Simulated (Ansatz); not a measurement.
Basis-set extrapolation for `N=[C]1C[O][AlH]1` (PBE0-D4/def2-TZVP geometry, frozen core, the Gaussian-basis code of Ansatz). Multiplicity 1, RHF reference.

```tsv
	def2-TZVPP	def2-QZVPP
HF	-449.368888	-449.385535
MP2 correlation	-0.827201	-0.886383
CCSD(T) correlation	-0.889964	not run
```

Energies in hartree. Use E(X) = E(∞) + A·exp(−7.88·√X) for Hartree–Fock and E(X) = E(∞) + B·X^(−2.97) for correlation, with X = 3 and 4, and add CCSD(T) minus MP2 of the smaller set to the MP2 limit.

Q: What is the CCSD(T) energy at the basis-set limit?

A: HF limit: -449.385535 + (-0.016647) × 0.13774 = -449.38783. MP2 limit: -0.886383 + (-0.059182) × 0.74074 = -0.93022. Higher-order term: -0.889964 − (-0.827201) = -0.06276. Total: -450.38081 hartree, 320.2 kJ/mol below CCSD(T)/def2-TZVPP.
